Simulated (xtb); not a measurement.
CHF (SMILES [CH]F), singlet, geometry from GFN2-xTB, atoms displaced at random by about 0.1 Å a coordinate. Base run: GFN2-xTB in xtb 6.7.1.

The xtb input:
```
$ xtb mol.xyz --gfn 2 --opt --json

# file mol.xyz
3

C     -0.56182794     0.41378284    -0.11818222
F      0.32243295    -0.35325456    -0.18487754
H     -1.49748536    -0.25564153    -0.26235196
```

Variants of this job, named by their change:

```csv
change,ΔE vs base (µEh),optimiser steps
base,0.0,6
opt level = tight,0.0,6
engine = inertial,1.8,-
opt level = loose,0.6,5
alpb = dmso,-1147,6
opt level = vtight,-0.2,8
opt level = sloppy,0.6,5
opt level = extreme,-0.2,8
alpb = methanol,-1161,6
opt level = lax,0.6,5
```
